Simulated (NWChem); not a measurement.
Cl$_{4}$Se

```xyz
5

Se     0.0000     0.0000    -0.4073
Cl     0.0000    -1.7112     0.9774
Cl    -2.3581     0.0000    -0.5700
Cl     0.0000     1.7112     0.9774
Cl     2.3581     0.0000    -0.5700
```
Charge 0, spin multiplicity 1.

Program: NWChem. The geometry was optimised at B3LYP/def2-SVP, a minimum by its harmonic frequencies.

Symmetry labels belong to the abelian group C2v used in the runs, with the axes of the coordinates shown; states degenerate in a higher group split over its labels.

The Hamiltonian is non-relativistic. The structure started from a generated list of species.

**Question.** List the lowest 4 singlet excitations that TD-PBE/def2-SVP gives, with oscillator strengths.

**Answer.** 
```tsv
state	symmetry	energy (eV)	wavelength (nm)	f
1	a1	2.48	501	0.003
2	a2	2.54	489	0.000
3	b1	2.69	461	0.002
4	b2	2.71	458	0.000
```
